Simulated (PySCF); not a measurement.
Compound: C6H8O.
Atom-mapped SMILES: `[CH3:1]/[CH:2]=[C:3]1[CH:4]=[C:5]/1[O:6][CH3:7]`

Cartesian coordinates in Å at the PBE0-D3(BJ)/def2-SVP level; atoms count from 1:
```
atom  x, y, z in Å
C1     2.5694   -0.6024    0.7598
C2     1.9566    0.5936    0.0989
C3     0.6583    0.6944   -0.1936
C4    -0.5032    1.3959   -0.7301
C5    -0.6737    0.1867   -0.2108
O6    -1.4648   -0.8077    0.0984
C7    -2.8291   -0.6098   -0.2345
H8     1.8097   -1.3691    0.9759
H9     3.0580   -0.3428    1.7156
H10    3.3450   -1.0736    0.1303
H11    2.6081    1.4337   -0.1620
H12   -0.8962    2.2889   -1.2077
H13   -3.3708   -1.5027    0.0984
H14   -2.9494   -0.4867   -1.3228
H15   -3.2287    0.2798    0.2782
```

Definitions: NICS(0) = −σiso at the ring centroid; NICS(1) = −σiso and NICS(1)zz = −σzz at ±1 Å along the ring normal z. Level: GIAO CAM-B3LYP/pcSseg-2 (PySCF, non-relativistic, gas phase) on the PBE0-D3(BJ)/def2-SVP geometry, one conformer.

Ring bond lengths (Å): C3–C4 1.459, C4–C5 1.327, C5–C3 1.426.

Question: Give the NICS values of each ring in ppm.

Answer: 
```
    ring                                                    type  NICS(0)  NICS(1), two faces  NICS(1)zz, two faces  rms pucker (Å)  centre to ring atoms, mean (Å)
C3–C4–C5  3-membered carbocycle; formal bonds 1 double, 2 single    -27.4         -6.6 / -6.6           -9.5 / -9.5            0.00                            0.81
```

Question: What do they say, and how far can they be read as aromaticity?

Answer: 
- C3–C4–C5: mean NICS(1)zz -9.5 ppm, shielded. NICS(0) lies 21 ppm below the mean NICS(1).

Question: What does the geometric index give? HOMA = 1 − mean of α(R − Ropt)² over the ring bonds, with Krygowski's 1993 parameters (CC: Ropt 1.388 Å, α 257.7 Å⁻²).

Answer: 
- C3–C4–C5: HOMA 0.12 = 1 − EN − GEO, with mean bond length 1.404 Å, EN = α(Ropt − mean)² = 0.065 and GEO = α × variance = 0.810.

Question: At the second NICS(1) probe listed for ring C3–C4–C5, 1 Å off the ring, how large is the induced field along the normal in 11.7 T applied along it?

Answer: NICSzz × B0 = -9.5 ppm × 11.7 T = -111 μT, against the applied field.

Question: How do the values depend on the level or the medium?

Answer: 
| level | NICS(0), C3–C4–C5 | mean NICS(1)zz, C3–C4–C5 |
| --- | --- | --- |
| CAM-B3LYP/pcSseg-2, gas | -27.4 | -9.5 |
| PBE0/pcSseg-1, gas | -27.7 | -8.4 |

The geometry is the same throughout.

The run took 1.8 min of wall time on one thread of an x86-64 server, no GPU (shared host). This is the whole shielding run at CAM-B3LYP/pcSseg-2, SCF included.
